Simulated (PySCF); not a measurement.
CH₇GeNSi₂. Atoms are numbered in the order given.

```xyz
12

Si    -0.1055     2.6287     0.0000
C     -0.3623     0.7496     0.0000
N     -1.5365     0.2137     0.0000
Si    -1.2393    -1.5694     0.0000
Ge     0.9875    -0.7501     0.0000
H     -1.4032     3.3574     0.0000
H      0.6935     2.9925     1.2084
H      0.6935     2.9925    -1.2084
H     -1.7934    -2.2370    -1.2115
H     -1.7934    -2.2370     1.2115
H      1.8807    -0.8451    -1.2490
H      1.8807    -0.8451     1.2490
```

Geometry: ωB97X-D3(BJ)/def2-SVP. The structure was generated by enumeration, and PubChem lists no compound with its InChIKey, so it may never have been made.

These are PBE0/def2-TZVP (PySCF) values and carry that method's errors.

Gas-phase values at a fixed geometry.

- total energy: -2752.44376 hartree
- point group: Cs
- highest occupied level: -6.44 eV
- lowest empty level: -1.47 eV
- orbital gap: 4.97 eV
- dipole moment: 1.45 D
- quadrupole, principal values (traceless, Buckingham form, about the centre of nuclear charge): -5.22, 0.66, 4.56 D·Å
- mean static polarisability: 105.6 bohr³ (15.65 Å³)
- polarisability, principal values: 81.8, 107.6, 127.3 bohr³
